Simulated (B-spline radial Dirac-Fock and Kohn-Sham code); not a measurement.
X-ray form factors of chlorine in several charge states

These are calculated numbers from a radial atomic solver; the model is configuration-average Dirac-Fock orbitals.

Configurations: Cl¹⁰⁺ [He] 2s2 2p3; Cl¹¹⁺ [He] 2s2 2p2; Cl¹²⁺ [He] 2s2 2p1; Cl¹³⁺ [He] 2s2; Cl¹⁴⁺ [He] 2s1; Cl¹⁵⁺ 1s2; Cl¹⁶⁺ 1s1. The first column is f₀ of Cl¹⁰⁺, the others are differences from it.

| s (Å⁻¹) | Cl¹⁰⁺ | Δ Cl¹¹⁺ | Δ Cl¹²⁺ | Δ Cl¹³⁺ | Δ Cl¹⁴⁺ | Δ Cl¹⁵⁺ | Δ Cl¹⁶⁺ |
| --- | --- | --- | --- | --- | --- | --- | --- |
| 0 | 7.000 | -1.000 | -2.000 | -3.000 | -4.000 | -5.000 | -6.000 |
| 0.1 | 6.934 | -0.986 | -1.973 | -2.962 | -3.948 | -4.936 | -5.935 |
| 0.2 | 6.743 | -0.944 | -1.894 | -2.850 | -3.798 | -4.750 | -5.746 |
| 0.3 | 6.441 | -0.879 | -1.771 | -2.674 | -3.561 | -4.456 | -5.448 |
| 0.4 | 6.052 | -0.797 | -1.615 | -2.450 | -3.257 | -4.078 | -5.064 |
| 0.5 | 5.603 | -0.704 | -1.436 | -2.193 | -2.909 | -3.642 | -4.622 |
| 0.7 | 4.634 | -0.513 | -1.063 | -1.648 | -2.167 | -2.709 | -3.670 |
| 0.9 | 3.720 | -0.344 | -0.728 | -1.150 | -1.484 | -1.843 | -2.779 |
| 1.1 | 2.969 | -0.215 | -0.466 | -0.753 | -0.939 | -1.148 | -2.055 |
| 1.4 | 2.192 | -0.096 | -0.215 | -0.359 | -0.408 | -0.470 | -1.325 |
